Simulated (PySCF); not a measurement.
C8H6O2.
Cartesian coordinates in Å at the PBE0-D3(BJ)/def2-SVP level; atoms count from 1:
```
atom  x, y, z in Å
C1     2.826    0.738   -0.122
C2     2.763   -0.602    0.121
O3     1.478   -1.007    0.195
C4     0.696    0.078   -0.001
C5    -0.727   -0.123    0.038
C6    -1.505   -1.234    0.240
C7    -2.857   -0.783    0.160
C8    -2.794    0.557   -0.083
O9    -1.509    0.962   -0.157
C10    1.475    1.190   -0.202
H11    3.729    1.335   -0.230
H12    3.516   -1.373    0.261
H13   -1.143   -2.242    0.423
H14   -3.760   -1.380    0.268
H15   -3.547    1.327   -0.223
H16    1.112    2.198   -0.384
```

All values: PBE0/pcSseg-1 and CAM-B3LYP/def2-SVPD (PySCF, non-relativistic), on one gas-phase PBE0-D3(BJ)/def2-SVP geometry that isn't relaxed in the solvent. The solvent is an IEF-PCM continuum (Bondi radii, 1.10 Å for H, scaled by 1.2). Only the electrostatic response of the medium enters.

Gas phase at PBE0/pcSseg-1: HOMO -5.83 eV, LUMO -0.80 eV, dipole 0.00 D.

**Question.** What does the continuum do to the energy, the frontier levels and the dipole at PBE0/pcSseg-1 in dichloromethane and acetone?

**Answer.** 
| solvent | ε | E(solvent) − E(gas) (kJ/mol) | polarisation term (kJ/mol) | distortion of the solute (kJ/mol) | HOMO (eV) | LUMO (eV) | dipole (D) |
| --- | --- | --- | --- | --- | --- | --- | --- |
| dichloromethane | 8.93 | -16.71 | -18.40 | 1.69 | -5.90 | -0.88 | 0.00 |
| acetone | 20.49 | -18.72 | -20.87 | 2.15 | -5.91 | -0.90 | 0.00 |

The first energy column is the sum of the next two and covers electrostatics alone. From dichloromethane to acetone the lowering changes by a factor 1.12, Onsager's factor (ε − 1)/(2ε + 1) by 1.10 and ε itself by 2.3. Charge and dipole vanish, so a point-dipole model would give no lowering at all.

**Question.** Which IAO charges (PBE0/pcSseg-1) respond most in acetone (means over atoms taken as equivalent)?

**Answer.** 
```csv
atoms,environment,gas (e),solvent (e),change
H12/H15,aromatic hydrogen,+0.173,+0.188,+0.015
H11/H14,aromatic hydrogen,+0.166,+0.179,+0.013
C4/C5,substituted aromatic carbon,+0.151,+0.142,-0.009
H13/H16,aromatic hydrogen,+0.172,+0.180,+0.008
C6/C10,aromatic CH carbon,-0.218,-0.227,-0.009
O3/O9,furan-type oxygen,-0.236,-0.244,-0.008
```

Gas phase at CAM-B3LYP/def2-SVPD: HOMO -6.99 eV, LUMO 0.17 eV, dipole 0.00 D.

**Question.** What does the continuum do to the energy, the frontier levels and the dipole at CAM-B3LYP/def2-SVPD in dichloromethane and acetone?

**Answer.** 
```json
{"solvent": "dichloromethane", "ε": "8.93", "E(solvent) − E(gas) (kJ/mol)": "-14.93", "polarisation term (kJ/mol)": "-16.66", "distortion of the solute (kJ/mol)": "1.73", "HOMO (eV)": "-7.03", "LUMO (eV)": "0.12", "dipole (D)": "0.00"}
{"solvent": "acetone", "ε": "20.49", "E(solvent) − E(gas) (kJ/mol)": "-16.74", "polarisation term (kJ/mol)": "-18.95", "distortion of the solute (kJ/mol)": "2.21", "HOMO (eV)": "-7.04", "LUMO (eV)": "0.11", "dipole (D)": "0.00"}
```

**Question.** How does the static polarisability (CAM-B3LYP/def2-SVPD, frozen core, with the continuum's full static response) change?

**Answer.** 
```
         medium  isotropic (au)  principal values (au)  ⟨r²⟩ of the electrons (bohr²)
            gas           102.8      57.2, 95.6, 155.6                         1466.0
dichloromethane           135.7     74.8, 129.4, 202.9                         1463.5
        acetone           140.2     78.1, 134.2, 208.2                         1463.2
```

The isotropic value in acetone is 1.36 times the gas-phase one; no cavity-field correction is applied. ⟨r²⟩ is taken about the centre of nuclear charge.

On an Intel Xeon Platinum 8259CL at 2.50 GHz with one thread, no GPU (shared host), this took 44 s and 1.0 GiB of memory at its peak. This is the whole shielding run at PBE0/pcSseg-1 in acetone, SCF included.
